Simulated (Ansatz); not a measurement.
Ge4⁺, relaxed as a doublet with UKS r2SCAN-D4/def2-SVP in Ansatz, starting from the GFN1-xTB geometry. Force threshold 0.02 eV/Å.

The structure comes from a short search, and lower isomers may exist.

Start:

```tsv
atom	x (Å)	y (Å)	z (Å)
Ge1	0.895	0.889	-0.737
Ge2	1.098	-1.428	-0.328
Ge3	-1.312	1.275	0.002
Ge4	-0.681	-0.736	1.063
```

| step | energy (eV) | largest force component (eV/Å) | SCF passes |
| --- | --- | --- | --- |
| 1 | -226036.9286 | 1.002 | 21 |
| 2 | -226037.0412 | 0.379 | 27 |
| 3 | -226037.0855 | 0.217 | 23 |
| 4 | -226037.1100 | 0.115 | 27 |
| 5 | -226037.1112 | 0.024 | 23 |
| 6 | -226037.1112 | 0.002 | 18 |

Force components are those of the run's own axes.

End:

```xyz
4

Ge    0.776    0.799   -0.885
Ge    1.298   -1.456   -0.178
Ge   -1.298    1.456    0.177
Ge   -0.775   -0.799    0.886
```

By distances, no bond broke or formed. The bond that changes most is Ge3–Ge4, from 2.36 to 2.42 Å (atoms count from 1).

No frequencies were taken in this run, so the end may be a saddle point.

Hardware: 4 threads of Arm Neoverse V1 on a shared host. Wall time 30 s.
